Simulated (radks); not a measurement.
Correlation energies from several functionals, in hartree. Species: B4+ 1s1; Cl2+ [Ne] 3s2 3p3; Mg [Ne] 3s2. All-electron calculation, non-relativistic Kohn-Sham, PBE, spin-polarised, spherical densities, point nucleus. Program: a radial shooting solver on a logarithmic mesh with Libxc functionals. Every spin shell is full or empty, so the densities are truly spherical. Functionals are evaluated on that one density, not self-consistently.

[
 {"functional": "PW92", "B4+": "-0.040547", "Cl2+": "-1.1953", "Mg": "-0.88764"},
 {"functional": "VWN5", "B4+": "-0.040476", "Cl2+": "-1.2015", "Mg": "-0.89176"},
 {"functional": "Wigner", "B4+": "0", "Cl2+": "-0.70539", "Mg": "-0.60477"},
 {"functional": "LYP", "B4+": "0", "Cl2+": "-0.60591", "Mg": "-0.46060"},
 {"functional": "AM05", "B4+": "-0.035391", "Cl2+": "-1.0837", "Mg": "-0.79815"},
 {"functional": "revTPSS", "B4+": "0", "Cl2+": "-0.57392", "Mg": "-0.42696"},
 {"functional": "SCAN", "B4+": "0", "Cl2+": "-0.55292", "Mg": "-0.41072"},
 {"functional": "B95", "B4+": "0", "Cl2+": "-0.65499", "Mg": "-0.46904"},
 {"functional": "Tao-Mo", "B4+": "0", "Cl2+": "-0.50802", "Mg": "-0.36884"}
]
